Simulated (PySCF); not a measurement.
C₃H₄ClNSi, SMILES N1=C[Si@@H](C=C1)Cl.

Geometry: r2SCAN-D4/def2-SVP. The structure was generated by enumeration; whether it is a known compound was not checked.

Two levels are set side by side: TDA-PBE/def2-SVPD (PySCF) and TDA-CAM-B3LYP/def2-SVPD (PySCF). Vertical, same geometry. The lowest singlet is HOMO→LUMO 99 % with PBE and HOMO→LUMO 78 %, HOMO−1→LUMO 18 % with the other functional; states are paired by order. Differences are taken from unrounded values.

```
quantity                              TDA-PBE
------------------------------------  -------
lowest singlet excitation (eV)           2.81
lowest triplet excitation (TDA) (eV)     2.31
```

Question: These are the TDA-PBE values. What does TDA-CAM-B3LYP give? (An estimate is asked for; the answer gives what the named calculation found.)

Answer: 
```
quantity                              TDA-CAM-B3LYP  TDA-PBE minus TDA-CAM-B3LYP
------------------------------------  -------------  ---------------------------
lowest singlet excitation (eV)                 3.42                        -0.61
lowest triplet excitation (TDA) (eV)           2.65                        -0.34
```

Functionals without exact exchange tend to place singlet excitations lower, as here. Differences between two approximate levels are no errors against the true value.

Rough cost on one machine, each run with all the roots and properties that it gave: TDA-CAM-B3LYP against TDA-PBE about 4 times.
